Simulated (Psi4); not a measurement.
CHAlClNO, singlet, at a GFN2-xTB geometry (such geometries of metal compounds can be far from the true shape); Psi4 with MP2/STO-3G.

The Psi4 input:
```
memory 2 GB

molecule {
0 1
Al   -0.38930082   -0.75668200    0.50259179
Cl    1.32440626   -1.08909672    1.50299283
H    -1.65416971   -1.56624401    0.68938564
N    -0.53676145    0.55434474   -0.70819965
C    -0.74892359    1.39477249   -1.53303043
O    -0.94361930    2.20858827   -2.32729712
}

set {
  basis sto-3g
  freeze_core true
}

energy('mp2')
print_variables()
```

Output, abridged:

```
    SCF Algorithm Type (re)set to DF.

   => Loading Basis Set <=

    Name: STO-3G
    Role: ORBITAL
    Keyword: BASIS

         ---------------------------------------------------------
                                   SCF
               by Justin Turney, Rob Parrish, Andy Simmonett
                          and Daniel G. A. Smith
                              RHF Reference
         ---------------------------------------------------------

  ==> Geometry <==

    Molecular point group: c1
    Full point group: C1

    Geometry (in Angstrom), charge = 0, multiplicity = 1:

       Center              X                  Y                   Z               Mass
    ------------   -----------------  -----------------  -----------------  -----------------
         AL          -0.413552984609    -0.754267410890     0.490442353862    26.981538530000
         CL           1.300154095391    -1.086682130890     1.490843393862    34.968852682000
         H           -1.678421874609    -1.563829420890     0.677236203862     1.007825032230
         N           -0.561013614609     0.556759329110    -0.720349086138    14.003074004430
         C           -0.773175754609     1.397187079110    -1.545179866138    12.000000000000
         O           -0.967871464609     2.211002859110    -2.339446556138    15.994914619570

  Running in c1 symmetry.

  Rotational constants: A =      0.51700  B =      0.03887  C =      0.03615 [cm^-1]
  Rotational constants: A =  15499.24530  B =   1165.21463  C =   1083.74033 [MHz]
  Nuclear repulsion =  219.914184636369356

  Charge       = 0
  Multiplicity = 1
  Electrons    = 52
  Nalpha       = 26
  Nbeta        = 26

  ==> Algorithm <==

  SCF Algorithm Type is DF.
  DIIS enabled.
  MOM disabled.
  Fractional occupation disabled.
  Guess Type is SAD.
  Energy threshold   = 1.00e-08
  Density threshold  = 1.00e-08
  Integral threshold = 1.00e-12

  ==> Primary Basis <==

  Basis Set: STO-3G
    Blend: STO-3G
    Number of shells: 20
    Number of basis functions: 34
    Number of Cartesian functions: 34
    Spherical Harmonics?: true
    Max angular momentum: 1

   => Loading Basis Set <=

    Name: (STO-3G AUX)
    Role: JKFIT
    Keyword: DF_BASIS_SCF

  ==> Integral Setup <==

  SCF_SUBTYPE=INCORE selected. In-core MEM_DF algorithm will be used.
  Using in-core AOs.

  ==> MemDFJK: Density-Fitted J/K Matrices <==

    J tasked:                   Yes
    K tasked:                   Yes
    wK tasked:                   No
    Algorithm:                 Core
    Schwarz Cutoff:           1E-12
    Mask sparsity (%):       8.9965
    Fitting Condition:        1E-10

   => Auxiliary Basis Set <=

  Basis Set: (STO-3G AUX)
    Blend: DEF2-UNIVERSAL-JKFIT
    Number of shells: 157
    Number of basis functions: 503
    Number of Cartesian functions: 605
    Spherical Harmonics?: true
    Max angular momentum: 4

  Minimum eigenvalue in the overlap matrix is 1.5804298292E-01.
  Reciprocal condition number of the overlap matrix is 8.0161146463E-02.
    Using symmetric orthogonalization.

  ==> Pre-Iterations <==

  SCF Guess: Superposition of Atomic Densities via on-the-fly atomic UHF (no occupation information).

   -------------------------
    Irrep   Nso     Nmo
   -------------------------
     A         34      34
   -------------------------
    Total      34      34
   -------------------------

  ==> Iterations <==

                           Total Energy        Delta E     RMS |[F,P]|

   @DF-RHF iter SAD:  -856.76017898428654   -8.56760e+02   0.00000e+00
   @DF-RHF iter   1:  -859.15171031087357   -2.39153e+00   1.31077e-02 ADIIS/DIIS
   @DF-RHF iter   2:  -859.25389880574460   -1.02188e-01   6.01323e-03 ADIIS/DIIS
   @DF-RHF iter   3:  -859.27506554588683   -2.11667e-02   1.23671e-03 ADIIS/DIIS
   @DF-RHF iter   4:  -859.27598915301587   -9.23607e-04   4.27816e-04 ADIIS/DIIS
   @DF-RHF iter   5:  -859.27613378913929   -1.44636e-04   1.08052e-04 ADIIS/DIIS
   @DF-RHF iter   6:  -859.27614865343094   -1.48643e-05   2.80513e-05 DIIS
   @DF-RHF iter   7:  -859.27615039172542   -1.73829e-06   9.82391e-06 DIIS
   @DF-RHF iter   8:  -859.27615077948917   -3.87764e-07   3.97151e-06 DIIS
   @DF-RHF iter   9:  -859.27615085439550   -7.49063e-08   7.83271e-07 DIIS
   @DF-RHF iter  10:  -859.27615085572245   -1.32695e-09   1.54175e-07 DIIS
   @DF-RHF iter  11:  -859.27615085575690   -3.44471e-11   1.59584e-08 DIIS
   @DF-RHF iter  12:  -859.27615085575701   -1.13687e-13   1.48407e-09 DIIS
  Energy and wave function converged.

  ==> Post-Iterations <==

    Orbital Energies [Eh]
    ---------------------

    Doubly Occupied:

       1A   -103.629416     2A    -57.922588     3A    -20.291674
       4A    -15.248267     5A    -11.184256     6A    -10.324773
       7A     -7.767959     8A     -7.763501     9A     -7.763133
      10A     -4.837425    11A     -3.067149    12A     -3.066373
      13A     -3.064569    14A     -1.375433    15A     -1.127708
      16A     -1.004846    17A     -0.659266    18A     -0.568487
      19A     -0.562431    20A     -0.561041    21A     -0.488622
      22A     -0.434814    23A     -0.406477    24A     -0.389871
      25A     -0.305085    26A     -0.299283

    Virtual:

      27A      0.257912    28A      0.333331    29A      0.385746
      30A      0.432362    31A      0.557437    32A      0.683096
      33A      0.753181    34A      1.502613

    Final Occupation by Irrep:
              A
    DOCC [    26 ]
    NA   [    26 ]
    NB   [    26 ]

  @DF-RHF Final Energy:  -859.27615085575701

   => Energetics <=

    Nuclear Repulsion Energy =            219.9141846363693560
    One-Electron Energy =               -1630.1517816783366470
    Two-Electron Energy =                 550.9614461862103099
    Total Energy =                       -859.2761508557570096

Computation Completed

Properties will be evaluated at   0.000000,   0.000000,   0.000000 [a0]

Properties computed using the SCF density matrix

 Multipole Moments:

 ------------------------------------------------------------------------------------
     Multipole            Electronic (a.u.)      Nuclear  (a.u.)        Total (a.u.)
 ------------------------------------------------------------------------------------

 L = 1.  Multiply by 2.5417464519 to convert [e a0] to [Debye]
 Dipole X            :          1.7675039           -2.3831574           -0.6156535
 Dipole Y            :         -0.8476946            0.2372715           -0.6104231
 Dipole Z            :          1.4745639           -1.1938737            0.2806902
 Magnitude           :                                                    0.9112807

 ------------------------------------------------------------------------------------

  //>>>>>>>>>>>>>>>>>>>>>>>>>>>>>>>>>>>//
  //               DFMP2               //
  //<<<<<<<<<<<<<<<<<<<<<<<<<<<<<<<<<<<//

   => Loading Basis Set <=

    Name: (STO-3G AUX)
    Role: RIFIT
    Keyword: DF_BASIS_MP2

	 --------------------------------------------------------
	                          DF-MP2
	      2nd-Order Density-Fitted Moller-Plesset Theory

	        Rob Parrish, Justin Turney, Andy Simmonett,
	           Ed Hohenstein, and C. David Sherrill
	 --------------------------------------------------------

   => Auxiliary Basis Set <=

  Basis Set: (STO-3G AUX)
    Blend: DEF2-SVP-RI
    Number of shells: 94
    Number of basis functions: 282
    Number of Cartesian functions: 326
    Spherical Harmonics?: true
    Max angular momentum: 3

	 --------------------------------------------------------
	                 NBF =    34, NAUX =   282
	 --------------------------------------------------------
	   CLASS    FOCC     OCC    AOCC    AVIR     VIR    FVIR
	   PAIRS      13      26      13       8       8       0
	 --------------------------------------------------------

	-----------------------------------------------------------
	 ==================> DF-MP2 Energies <====================
	-----------------------------------------------------------
	 Reference Energy          =    -859.2761508557570096 [Eh]
	 Singles Energy            =      -0.0000000000000000 [Eh]
	 Same-Spin Energy          =      -0.0562945784809398 [Eh]
	 Opposite-Spin Energy      =      -0.1646123148973172 [Eh]
	 Correlation Energy        =      -0.2209068933782570 [Eh]
	 Total Energy              =    -859.4970577491352515 [Eh]
	-----------------------------------------------------------
	 ================> DF-SCS-MP2 Energies <==================
	-----------------------------------------------------------
	 SCS Same-Spin Scale       =       0.3333333333333333 [-]
	 SCS Opposite-Spin Scale   =       1.2000000000000000 [-]
	 SCS Same-Spin Energy      =      -0.0187648594936466 [Eh]
	 SCS Opposite-Spin Energy  =      -0.1975347778767806 [Eh]
	 SCS Correlation Energy    =      -0.2162996373704272 [Eh]
	 SCS Total Energy          =    -859.4924504931274214 [Eh]
	-----------------------------------------------------------

  Variable Map:
  ----------------------------------------------------------------------------
  "CURRENT CORRELATION ENERGY"           =>      -0.220906893378
  "CURRENT ENERGY"                       =>    -859.497057749135
  "CURRENT REFERENCE ENERGY"             =>    -859.276150855757
  "CUSTOM SCS-MP2 CORRELATION ENERGY"    =>      -0.216299637370
  "CUSTOM SCS-MP2 TOTAL ENERGY"          =>    -859.492450493127
  "DD SOLVATION ENERGY"                  =>       0.000000000000
  "HF KINETIC ENERGY"                    =>     846.530770338659
  "HF POTENTIAL ENERGY"                  =>   -1705.806921194416
  "HF TOTAL ENERGY"                      =>    -859.276150855757
  "HF VIRIAL RATIO"                      =>       2.015056015639
  "MP2 CORRELATION ENERGY"               =>      -0.220906893378
  "MP2 DOUBLES ENERGY"                   =>      -0.220906893378
  "MP2 OPPOSITE-SPIN CORRELATION ENERGY" =>      -0.164612314897
  "MP2 SAME-SPIN CORRELATION ENERGY"     =>      -0.056294578481
  "MP2 SINGLES ENERGY"                   =>      -0.000000000000
  "MP2 TOTAL ENERGY"                     =>    -859.497057749135
  "NUCLEAR REPULSION ENERGY"             =>     219.914184636369
  "ONE-ELECTRON ENERGY"                  =>   -1630.151781678337
  "PCM POLARIZATION ENERGY"              =>       0.000000000000
  "PE ENERGY"                            =>       0.000000000000
  "SCF ITERATION ENERGY"                 =>    -859.276150855757
  "SCF ITERATIONS"                       =>      12.000000000000
  "SCF TOTAL ENERGY"                     =>    -859.276150855757
  "SCS-MP2 CORRELATION ENERGY"           =>      -0.216299637370
  "SCS-MP2 TOTAL ENERGY"                 =>    -859.492450493127
  "TWO-ELECTRON ENERGY"                  =>     550.961446186210

  Array Variable Map:
  ----------------------------------------------------------------------------
  "CURRENT DIPOLE"                       =>      -0.615653513655 ... 0.280690217310 1 by 3
  "SCF DIPOLE"                           =>      -0.615653513655 ... 0.280690217310 1 by 3
  "SCF TOTAL ENERGIES"                   =>    -856.760178984287 ... -859.276150855757 1 by 13
```
